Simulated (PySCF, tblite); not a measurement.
Species: C₄H₁₀O₂P (charge -1).
Z-matrix (Å and degrees, GFN2-xTB geometry), rows numbered from 1:
```
C 
C   1  1.5253
C   2  1.5136  1  113.73
P   3  1.8757  2  105.33  1  -179.95
C   4  1.8714  3   99.02  2   179.99
O   4  1.4916  3  109.26  2   -65.72
O   4  1.4916  3  109.17  2    65.73
H   1  1.0899  2  110.46  3    59.84
H   1  1.0902  2  111.02  3   179.98
H   1  1.0900  2  110.58  3   -59.81
H   2  1.0929  1  110.24  3   121.13
H   2  1.0929  1  110.12  3  -120.98
H   3  1.0920  2  111.07  1    60.65
H   3  1.0919  2  110.98  1   -60.77
H   5  1.0891  4  106.49  3  -179.90
H   5  1.0871  4  110.99  3   -61.33
H   5  1.0871  4  111.02  3    61.50
```

The geometry is computed with GFN2-xTB (gas phase).

Take the most abundant isotopes and a rigid rotor. The values belong to one conformer with, in the numbering `[CH3:1][CH2:2][CH2:3][P@@:4]([CH3:5])(=[O:6])[O-:7]`, C1–C2–C3–P4 180°, C2–C3–P4–C5 180°.

Problem. Give the principal moments of inertia and the rotational constants in MHz.

Solution. Ia = 130.87, Ib = 402.25, Ic = 415.01 u·Å²; 505379 MHz·u·Å²/I gives A = 3862, B = 1256, C = 1218 MHz.

Problem. Classify the top.

Solution. A near-prolate asymmetric top; Ray's κ = -0.971.

Problem. Is it planar, by Δ = Ic − Ia − Ib?

Solution. Not planar: Δ = Ic − Ia − Ib = -118.11 u·Å². For a rigid frame Δ = −2 Σ m c², so Σ m c² = 59.06 u·Å² lies off the ab plane: 6.32 from hydrogen and 52.74 from heavier atoms. The atom farthest from that plane is 1.29 Å away.

Problem. Give the coordinates in the principal-axis frame, origin at the centre of mass.

Solution. The sense of each axis is arbitrary; atoms in the order of the calculation.
```json
{"atom": "C1", "mass (u)": "12.000", "a (Å)": "-3.294", "b (Å)": "-0.217", "c (Å)": "-0.001"}
{"atom": "C2", "mass (u)": "12.000", "a (Å)": "-1.863", "b (Å)": "0.311", "c (Å)": "0.000"}
{"atom": "C3", "mass (u)": "12.000", "a (Å)": "-0.811", "b (Å)": "-0.778", "c (Å)": "-0.002"}
{"atom": "P4", "mass (u)": "30.974", "a (Å)": "0.834", "b (Å)": "0.122", "c (Å)": "0.000"}
{"atom": "C5", "mass (u)": "12.000", "a (Å)": "1.979", "b (Å)": "-1.359", "c (Å)": "-0.002"}
{"atom": "O6", "mass (u)": "15.995", "a (Å)": "0.989", "b (Å)": "0.868", "c (Å)": "-1.282"}
{"atom": "O7", "mass (u)": "15.995", "a (Å)": "0.986", "b (Å)": "0.863", "c (Å)": "1.286"}
{"atom": "H8", "mass (u)": "1.008", "a (Å)": "-3.473", "b (Å)": "-0.832", "c (Å)": "0.882"}
{"atom": "H9", "mass (u)": "1.008", "a (Å)": "-4.013", "b (Å)": "0.602", "c (Å)": "0.001"}
{"atom": "H10", "mass (u)": "1.008", "a (Å)": "-3.475", "b (Å)": "-0.831", "c (Å)": "-0.883"}
{"atom": "H11", "mass (u)": "1.008", "a (Å)": "-1.692", "b (Å)": "0.940", "c (Å)": "-0.878"}
{"atom": "H12", "mass (u)": "1.008", "a (Å)": "-1.693", "b (Å)": "0.936", "c (Å)": "0.880"}
{"atom": "H13", "mass (u)": "1.008", "a (Å)": "-0.898", "b (Å)": "-1.406", "c (Å)": "-0.891"}
{"atom": "H14", "mass (u)": "1.008", "a (Å)": "-0.898", "b (Å)": "-1.406", "c (Å)": "0.887"}
{"atom": "H15", "mass (u)": "1.008", "a (Å)": "2.994", "b (Å)": "-0.965", "c (Å)": "0.001"}
{"atom": "H16", "mass (u)": "1.008", "a (Å)": "1.831", "b (Å)": "-1.966", "c (Å)": "0.888"}
{"atom": "H17", "mass (u)": "1.008", "a (Å)": "1.834", "b (Å)": "-1.962", "c (Å)": "-0.894"}
```

Problem. List the rotational levels J(Ka,Kc) to J = 5 (cm⁻¹).

Solution. Above 0(0,0):
J = 1: 1(0,1) 0.0825, 1(1,1) 0.1694, 1(1,0) 0.1707
J = 2: 2(0,2) 0.2476, 2(1,2) 0.3332, 2(1,1) 0.3371, 2(2,1) 0.5978, 2(2,0) 0.5978
J = 3: 3(0,3) 0.4951, 3(1,3) 0.5788, 3(1,2) 0.5866, 3(2,2) 0.8454, 3(2,1) 0.8454, 3(3,1) 1.2831, 3(3,0) 1.2831
J = 4: 4(0,4) 0.8251, 4(1,4) 0.9064, 4(1,3) 0.9192, 4(2,3) 1.1755, 4(2,2) 1.1757, 4(3,2) 1.6133, 4(3,1) 1.6133, 4(4,1) 2.2261, 4(4,0) 2.2261
J = 5: 5(0,5) 1.2374, 5(1,5) 1.3157, 5(1,4) 1.3350, 5(2,4) 1.5881, 5(2,3) 1.5886, 5(3,3) 2.0260, 5(3,2) 2.0260, 5(4,2) 2.6388, 5(4,1) 2.6388, 5(5,1) 3.4267, 5(5,0) 3.4267
Those of J = 1 are B + C, A + C and A + B.

Problem. Estimate the classical rotational partition function at 50 K, 200 K and 500 K.

Solution. Point group Cs, symmetry number σ = 1; q = (√π/σ)·√((kT/h)³/(ABC)), k/h = 20836.6 MHz/K: 24500 at 50 K, 196000 at 200 K, 775000 at 500 K.

Its GFN2-xTB frequencies are all real (lowest 66 cm⁻¹). Constants of a rigid frame at the computed geometry: no zero-point averaging, no centrifugal distortion.
